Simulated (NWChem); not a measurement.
Species: SiSH cation, singlet; SMILES [Si]=[SH+]

Results from NWChem. Low-valent species are run as closed-shell singlets; no triplet was tried in these runs. Each level has its own optimisation; frequencies are unscaled.

```tsv
level	r S–Si (Å)	r H–S (Å)	highest harmonic frequency (cm⁻¹)	lowest (cm⁻¹)	zero-point energy (kcal/mol)
B3LYP/3-21G	2.177	1.381	2411	435	4.8
BP86/def2-TZVP	2.076	1.374	…	…	5.1
B3LYP/def2-TZVP	2.065	1.363	2546	508	5.2
PBE0/def2-SVP	2.065	1.368	2596	452	5.2
```

Q: Fill in the missing entries.

A: 
- BP86/def2-TZVP, highest harmonic frequency (cm⁻¹): 2479
- BP86/def2-TZVP, lowest (cm⁻¹): 484
